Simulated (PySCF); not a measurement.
**Spinor energies of W⁵⁷⁺ (tungsten, charge +57)**

Start: [Ne] 3s2 3p5; 3p1/2 filled at m_j = +1/2; 3p3/2 filled at m_j = -3/2, -1/2, +1/2, +3/2. Calculated with PySCF 2.14 in an uncontracted even-tempered set (18 s from 17 bohr⁻², ratio 2.4; 14 p from 22 bohr⁻², ratio 2.4; 4 d from 80 bohr⁻², ratio 2.6; 4 f from 120 bohr⁻², ratio 2.6): generalised Hartree-Fock with the X2C-1e Hamiltonian and a Gaussian nucleus; one run each with spin-orbit coupling (SO) screened by Boettger's factors, then bare. This is a chosen level, not necessarily the ground level.

```csv
spinor shell,electrons,"ε, screened SO (eV)","ε, bare SO (eV)",weight of nominal j (bare SO),"rms radius, bare SO (bohr)"
1s1/2,2,-74180.8,-74179.9,1.000,0.0208
2s1/2,2,-16342.7,-16342.6,1.000,0.0828
2p1/2,2,-15820.3,-15853.0,1.000,0.0702
3s1/2,2,-6416.6,-6416.6,1.000,0.200
3p1/2,1,-6221.5,-6229.9,1.000,0.190
3p3/2,4,-5856.8,-5854.1,1.000,0.202
```

Where does 2p3/2 lie, and what is the 2p spin-orbit splitting (bare SO)?

At -14433.4 eV, 1419.5 eV above 2p1/2.

| quantity | screened SO | bare SO |
| --- | --- | --- |
| E (hartree) | -12723.68379 | -12724.50885 |
| M_J | 1/2 | 1/2 |
| ⟨J²⟩ | 0.750 | 0.750 |
| ⟨L²⟩ | 2.039 | 2.042 |
| ⟨S²⟩ | 0.789 | 0.791 |

Each row is a mean over spinors that exchange with the open shell spreads, by up to 20.943 eV (2p1/2).

Breit and QED terms are absent; they matter most for the inner s and p1/2 levels.

Densities and radii are taken from the X2C orbitals without a picture-change correction, which distorts them close to the nucleus.
